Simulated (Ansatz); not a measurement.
FGeH₅O₂Si, SMILES `[OH][GeH2][SiH](O)F`, relaxed with RKS PBE0-D4/def2-TZVP in the Gaussian-basis code of Ansatz from a GFN2-xTB geometry. The force threshold is 0.005 eV/Å; the program also tests the step.

The species carries charge 0 and has multiplicity 1.

Start:

```xyz
10

O     0.938   -0.613   -1.891
Ge    0.841   -0.788   -0.144
Si   -1.013    0.499    0.343
O    -0.454    1.699    1.266
F    -2.061   -0.336    1.250
H     1.653   -1.048   -2.352
H     2.197   -0.370    0.407
H     0.783   -2.287    0.131
H    -1.853    0.954   -0.755
H    -1.032    2.290    1.745
```

Task: How much energy does the relaxation release, and in how many steps? (An estimate is asked.)

Result: Computed: 0.18 eV, in 27 steps, 4 of them rejected.

Task: Which bonds change most? (Best estimate.)

Result: The calculation gave: Ge2–Si3 from 2.310 to 2.381 Å; O1–Ge2 from 1.759 to 1.791 Å; Si3–H9 from 1.455 to 1.485 Å; Ge2–H7 from 1.522 to 1.543 Å.

Task: Give the relaxed structure. (Estimate.)

Result: Computed: 
```xyz
10

O     1.149   -0.264   -1.836
Ge    0.797   -0.920   -0.207
Si   -1.040    0.406    0.527
O    -0.429    1.836    1.024
F    -1.745   -0.352    1.750
H     1.901   -0.692   -2.253
H     2.046   -0.786    0.689
H     0.443   -2.418   -0.330
H    -2.103    0.605   -0.491
H    -1.019    2.584    1.128
```
